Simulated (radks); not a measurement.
Q: Valence configurations of Fe+ (all share [Ar]). Calculated with a radial shooting solver on a logarithmic mesh with Libxc functionals: non-relativistic Kohn-Sham, BLYP, spin-unpolarised, spherical densities, point nucleus. Order these by energy: 3d5 4s1 4p1; 3d5.5 4s1 4p0.5; 3d6 4s1; 3d5 4s2; 3d7; 3d3.5 4s1.5 4p2; 3d6.5 4s0.5; 3d6 4p1; 3d3.5 4s1 4p2.5; 3d5.5 4s1.5.

A: From the lowest, in eV above it: 3d7 0.000; 3d6.5 4s0.5 0.761; 3d6 4s1 2.281; 3d5.5 4s1.5 4.689; 3d6 4p1 7.208; 3d5.5 4s1 4p0.5 7.266; 3d5 4s2 8.108; 3d5 4s1 4p1 13.576; 3d3.5 4s1.5 4p2 38.305; 3d3.5 4s1 4p2.5 41.565. NIST lists [Ar] 3d6 4s1 as the ground configuration; this level of theory puts 3d7 lower, by 2.281 eV. The energies are those of spherical spin-averaged densities, not of single terms.
